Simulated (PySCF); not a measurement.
## Electron correlation in F(2+) (fluorine, charge +2)

[He] 2s2 2p3, high-spin 4S determinant. All numbers are calculated (PySCF 2.14, scalar relativity by spin-free X2C-1e, in jorge-DZP-DKH (4s2p1d, 15 functions)). Frozen: 1s2; 5 electrons correlated.

MP2 pair energies summed by pair of shells (mhartree):

```csv
pair,energy,share (%)
2s-2p,-44.79,68.6
2p-2p,-13.33,20.4
2s-2s,-7.21,11.0
```

Total MP2 correlation energy: -65.32 mhartree.

Same-spin part -15.08 and opposite-spin part -50.24 mhartree; SCS-MP2 scales them by 1/3 and 6/5 to -65.32 mhartree.

```tsv
level	correlation energy (mhartree)
CCSD	-78.22
(T)	-0.31
CCSD(T)	-78.53
```

Diagnostics: T1 = 0.0027, D1 = 0.0052, largest double amplitude 0.033.

Cost of the coupled-cluster step: 0.1 s of wall time on 1 thread of Intel(R) Xeon(R) 6975P-C (shared host), for 5 correlated electrons.

Iterations:

```
CC2 = 0
CCSD nocc = (np.int64(4), np.int64(1)), nmo = (14, 14)
frozen orbitals [[0], [0]]
max_cycle = 100
direct = 0
conv_tol = 1e-08
conv_tol_normt = 1e-06
diis_space = 8
diis_start_cycle = 0
Init t2, MP2 energy = -0.0653249392411654
Init E_corr(UCCSD) = -0.0653249392468367
cycle = 1  E_corr(UCCSD) = -0.0756745641755669  dE = -0.0103496249  norm(t1,t2) = 0.0185537
cycle = 2  E_corr(UCCSD) = -0.0776135692578715  dE = -0.00193900508  norm(t1,t2) = 0.00492905
cycle = 3  E_corr(UCCSD) = -0.0782476779386561  dE = -0.000634108681  norm(t1,t2) = 0.00162444
cycle = 4  E_corr(UCCSD) = -0.0782225231904748  dE = 2.51547482e-05  norm(t1,t2) = 0.000213928
cycle = 5  E_corr(UCCSD) = -0.0782244032568795  dE = -1.8800664e-06  norm(t1,t2) = 2.72928e-05
cycle = 6  E_corr(UCCSD) = -0.078224417857164  dE = -1.46002845e-08  norm(t1,t2) = 2.78984e-06
cycle = 7  E_corr(UCCSD) = -0.0782244461609598  dE = -2.83037957e-08  norm(t1,t2) = 2.05425e-07
cycle = 8  E_corr(UCCSD) = -0.0782244436762858  dE = 2.48467401e-09  norm(t1,t2) = 1.38767e-08
UCCSD converged
E(UCCSD) = -97.75396366112511  E_corr = -0.07822444367628577
UCCSD(T) correction = -0.000309695651089226
```
